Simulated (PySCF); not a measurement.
H9N3Si2, SMILES N[SiH2]N[SiH2]N.

The structure is a stationary point at B3LYP-D3(BJ)/def2-SVP. One conformer was computed; it need not be the lowest.

Vertical ionisation energy (IE) and electron affinity (EA) in eV. Rows of orbital energies are one-electron estimates. Where ΔSCF, EOM or ADC give a negative EA the extra electron is unbound and the value depends on the basis.

```json
[
 {"level": "−ε(HOMO), −ε(LUMO), B3LYP/def2-TZVP (PySCF)", "IE": "7.02", "EA": "-0.37"},
 {"level": "−ε(HOMO), −ε(LUMO), PBE/def2-TZVP (PySCF)", "IE": "5.84", "EA": "0.15"}
]
```
